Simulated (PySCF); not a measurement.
PySCF job for CH7NSi2, SMILES [SiH2]1[SiH2]CN1, TDDFT-PBE0/def2-SVPD. The structure is a stationary point at B3LYP-D3(BJ)/def2-SVP. The structure was generated by enumeration, and PubChem lists no compound with its InChIKey, so it may never have been made.

```python
import numpy as np
from pyscf import gto, scf, dft, tdscf

mol = gto.M(
    atom='''
    C    -1.24771225   -0.76470548    0.00000000
    N    -1.13609940    0.70230216   -0.00000000
    Si    0.54161797    1.18980621   -0.00000000
    Si    0.65038689   -1.15011954    0.00000000
    H    -1.76709936   -1.16589985   -0.89144386
    H    -1.76709936   -1.16589985    0.89144384
    H    -1.98857592    1.25416767    0.00000000
    H     1.00026946    1.96747954    1.19605975
    H     1.00026946    1.96747954   -1.19605974
    H     1.13656848   -1.87041136    1.21303304
    H     1.13656849   -1.87041135   -1.21303305
    ''',
    basis='def2-SVPD',
    charge=0,
    spin=0,
    symmetry=True,
    max_memory=1600,
    verbose=4,
)
mf = dft.RKS(mol, xc='pbe0').density_fit(auxbasis='def2-universal-jkfit')
mf.grids.level = 3
mf.conv_tol = 1e-9
mf.max_cycle = 100
mf.kernel()
mf.grids = dft.Grids(mol).set(level=1).build(with_non0tab=True)  # coarser grid for the response kernel
td = tdscf.TDDFT(mf)
td.singlet = True
td.nstates = 10
td.conv_tol = 1e-4
td.positive_eig_threshold = 1e-6
td.kernel(x0=td.get_init_guess(mf, 15))
td.analyze()
tt = tdscf.TDA(mf)
tt.singlet = False
tt.nstates = 4
tt.conv_tol = 1e-4
tt.positive_eig_threshold = 1e-6
tt.kernel(x0=tt.get_init_guess(mf, 9))
tt.analyze(verbose=3)
```

Log of the run:

```
PySCF version 2.14.0

[INPUT] verbose = 4
[INPUT] num. atoms = 11
[INPUT] num. electrons = 48
[INPUT] charge = 0
[INPUT] spin (= nelec alpha-beta = 2S) = 0
[INPUT] symmetry True subgroup None
[INPUT] Mole.unit = angstrom
[INPUT] Symbol           X                Y                Z      unit          X                Y                Z       unit  Magmom
[INPUT]  1 C     -1.247712250000  -0.764705480000   0.000000000000 AA   -2.357834434765  -1.445083923154   0.000000000000 Bohr   0.0
[INPUT]  2 N     -1.136099400000   0.702302160000   0.000000000000 AA   -2.146916716283   1.327158739090   0.000000000000 Bohr   0.0
[INPUT]  3 Si     0.541617970000   1.189806210000   0.000000000000 AA    1.023509627443   2.248407878207   0.000000000000 Bohr   0.0
[INPUT]  4 Si     0.650386890000  -1.150119540000   0.000000000000 AA    1.229053097108  -2.173410941111   0.000000000000 Bohr   0.0
[INPUT]  5 H     -1.767099360000  -1.165899850000  -0.891443860000 AA   -3.339333825294  -2.203231405171  -1.684584750825 Bohr   0.0
[INPUT]  6 H     -1.767099360000  -1.165899850000   0.891443840000 AA   -3.339333825294  -2.203231405171   1.684584713031 Bohr   0.0
[INPUT]  7 H     -1.988575920000   1.254167670000   0.000000000000 AA   -3.757863866705   2.370033410584   0.000000000000 Bohr   0.0
[INPUT]  8 H      1.000269460000   1.967479540000   1.196059750000 AA    1.890235330167   3.717997486285   2.260225356116 Bohr   0.0
[INPUT]  9 H      1.000269460000   1.967479540000  -1.196059740000 AA    1.890235330167   3.717997486285  -2.260225337218 Bohr   0.0
[INPUT] 10 H      1.136568480000  -1.870411360000   1.213033040000 AA    2.147803149013  -3.534565210675   2.292300225649 Bohr   0.0
[INPUT] 11 H      1.136568490000  -1.870411350000  -1.213033050000 AA    2.147803167910  -3.534565191778  -2.292300244546 Bohr   0.0

nuclear repulsion = 218.920169686123
point group symmetry = Cs
symmetry origin: [-3.93692893e-10 -1.57477174e-09 -7.87385879e-10]
symmetry axis x: [1.00000000e+00 9.32048014e-09 6.10370921e-10]
symmetry axis y: [ 9.32048014e-09 -1.00000000e+00 -8.70565143e-10]
symmetry axis z: [-6.10370913e-10 -8.70565205e-10  1.00000000e+00]
num. orbitals of irrep A' = 92
num. orbitals of irrep A" = 52
number of shells = 64
number of NR pGTOs = 214
number of NR cGTOs = 144
basis = def2-SVPD
ecp = {}


[settings echo left out]
init E= -675.554148845686
HOMO (A") = -0.280601216360954  LUMO (A') = -0.0509510666723489  gap/eV = 6.24910
cycle= 1 E= -675.410812064227  delta_E= 0.143  |g|= 0.337  |ddm|= 3.84
HOMO (A") = -0.17509384391822  LUMO (A') = -0.00139111305448658  gap/eV = 4.72669
cycle= 2 E= -675.374558300916  delta_E= 0.0363  |g|= 0.514  |ddm|= 0.982
HOMO (A") = -0.251184124959177  LUMO (A') = -0.00704189750620898  gap/eV = 6.64345
cycle= 3 E= -675.438497131325  delta_E= -0.0639  |g|= 0.0395  |ddm|= 0.552
HOMO (A") = -0.246488621343175  LUMO (A') = -0.00718590457862955  gap/eV = 6.51176
cycle= 4 E= -675.4388477582  delta_E= -0.000351  |g|= 0.0158  |ddm|= 0.0649
HOMO (A") = -0.2471821895689  LUMO (A') = -0.00715352545473946  gap/eV = 6.53151
cycle= 5 E= -675.43890410316  delta_E= -5.63e-05  |g|= 0.00474  |ddm|= 0.0243
HOMO (A") = -0.247448112718434  LUMO (A') = -0.00715081660689521  gap/eV = 6.53882
cycle= 6 E= -675.438910074497  delta_E= -5.97e-06  |g|= 0.000383  |ddm|= 0.00672
HOMO (A") = -0.24739050294589  LUMO (A') = -0.00713272015885424  gap/eV = 6.53775
cycle= 7 E= -675.438910118255  delta_E= -4.38e-08  |g|= 5.9e-05  |ddm|= 0.000809
HOMO (A") = -0.247382167028571  LUMO (A') = -0.00713025715958437  gap/eV = 6.53759
cycle= 8 E= -675.438910119563  delta_E= -1.31e-09  |g|= 1.57e-05  |ddm|= 0.000159
HOMO (A") = -0.247382040322973  LUMO (A') = -0.00713044939809881  gap/eV = 6.53758
cycle= 9 E= -675.438910119654  delta_E= -9.14e-11  |g|= 3.81e-06  |ddm|= 4.43e-05
HOMO (A") = -0.247382275269055  LUMO (A') = -0.00713049599179039  gap/eV = 6.53758
Extra cycle  E= -675.438910119656  delta_E= -1.48e-12  |g|= 3.22e-06  |ddm|= 1.47e-05
converged SCF energy = -675.438910119656
tot grids = 40432
Overwritten attributes  positive_eig_threshold  of <class 'pyscf.tdscf.rks.TDDFT'>


******** <class 'pyscf.tdscf.rks.TDDFT'> for <class 'pyscf.df.df_jk.DFSymAdaptedRKS'> ********
nstates = 10 singlet
deg_eia_thresh = 1.000e-03
wfnsym = None
conv_tol = 0.0001
eigh lindep = 1e-12
eigh level_shift = 0
eigh max_cycle = 100


Excitation energies (eV)
[5.18253206 5.5655161  6.11011618 6.25606439 6.2757386  6.61122746
 6.88733277 7.00025648 7.10310329 7.26060196]

** Singlet excitation energies and oscillator strengths **
Excited State   1:   A"      5.18253 eV    239.23 nm  f=0.0020
      24 -> 25       -0.68949
      24 -> 26        0.13870
Excited State   2:   A"      5.56552 eV    222.77 nm  f=0.0000
      24 -> 25       -0.14033
      24 -> 26       -0.68874
Excited State   3:   A'      6.11012 eV    202.92 nm  f=0.0064
      23 -> 25       -0.15041
      24 -> 27        0.68416
Excited State   4:   A'      6.25606 eV    198.18 nm  f=0.1059
      23 -> 25       -0.57842
      23 -> 26        0.35104
      24 -> 27       -0.15835
Excited State   5:   A"      6.27574 eV    197.56 nm  f=0.0069
      24 -> 28        0.69717
Excited State   6:   A'      6.61123 eV    187.54 nm  f=0.1859
      23 -> 25        0.35360
      23 -> 26        0.58912
Excited State   7:   A"      6.88733 eV    180.02 nm  f=0.0260
      23 -> 27        0.66944
      24 -> 29        0.14115
Excited State   8:   A"      7.00026 eV    177.11 nm  f=0.0026
      23 -> 27       -0.13739
      24 -> 29        0.66816
      24 -> 32        0.13613
Excited State   9:   A'      7.10310 eV    174.55 nm  f=0.0114
      23 -> 28       -0.69884
Excited State  10:   A"      7.26060 eV    170.76 nm  f=0.0275
      24 -> 30       -0.69316

** Transition electric dipole moments (AU) **
state          X           Y           Z        Dip. S.      Osc.
  1        -0.0000     -0.0000     -0.1256      0.0158      0.0020
  2         0.0000      0.0000     -0.0036      0.0000      0.0000
  3        -0.1634      0.1259      0.0000      0.0426      0.0064
  4         0.3983      0.7295      0.0000      0.6908      0.1059
  5        -0.0000     -0.0000     -0.2123      0.0451      0.0069
  6         0.4013     -0.9934     -0.0000      1.1478      0.1859
  7        -0.0000      0.0000     -0.3922      0.1538      0.0260
  8         0.0000      0.0000      0.1227      0.0151      0.0026
  9        -0.0482      0.2508      0.0000      0.0652      0.0114
 10         0.0000     -0.0000      0.3931      0.1545      0.0275

** Transition velocity dipole moments (imaginary part, AU) **
state          X           Y           Z        Dip. S.      Osc.
  1        -0.0000     -0.0000     -0.0245      0.0006      0.0021
  2        -0.0000     -0.0000     -0.0028      0.0000      0.0000
  3        -0.0337      0.0265     -0.0000      0.0018      0.0054
  4         0.0942      0.1774      0.0000      0.0404      0.1170
  5         0.0000     -0.0000     -0.0477      0.0023      0.0066
  6         0.1030     -0.2518      0.0000      0.0740      0.2031
  7        -0.0000     -0.0000     -0.1015      0.0103      0.0271
  8        -0.0000     -0.0000      0.0382      0.0015      0.0038
  9        -0.0131      0.0675     -0.0000      0.0047      0.0121
 10         0.0000      0.0000      0.1071      0.0115      0.0286

** Transition magnetic dipole moments (imaginary part, AU) **
state          X           Y           Z
  1         0.3830      0.6686      0.0000
  2        -0.1801     -0.2042     -0.0000
  3        -0.0000      0.0000     -0.3179
  4        -0.0000      0.0000     -1.4266
  5         0.0660      0.0212      0.0000
  6         0.0000      0.0000      1.2601
  7         0.0899     -0.6138      0.0000
  8        -0.4087      0.3859     -0.0000
  9         0.0000      0.0000      0.0483
 10        -0.0086      0.0166      0.0000
Overwritten attributes  positive_eig_threshold  of <class 'pyscf.tdscf.rks.TDA'>


******** <class 'pyscf.tdscf.rks.TDA'> for <class 'pyscf.df.df_jk.DFSymAdaptedRKS'> ********
nstates = 4 triplet
deg_eia_thresh = 1.000e-03
wfnsym = None
conv_tol = 0.0001
eigh lindep = 1e-12
eigh level_shift = 0
eigh max_cycle = 100


Excitation energies (eV)
[4.90909064 5.42212326 5.45446981 5.59998733]

** Triplet excitation energies and oscillator strengths **
Excited State   1:   A"      4.90909 eV    252.56 nm  f=0.0000
Excited State   2:   A'      5.42212 eV    228.66 nm  f=0.0000
Excited State   3:   A"      5.45447 eV    227.31 nm  f=0.0000
Excited State   4:   A'      5.59999 eV    221.40 nm  f=0.0000
```

The calculation finished and met its thresholds.

Cost: roughly 2.3 core-minutes.
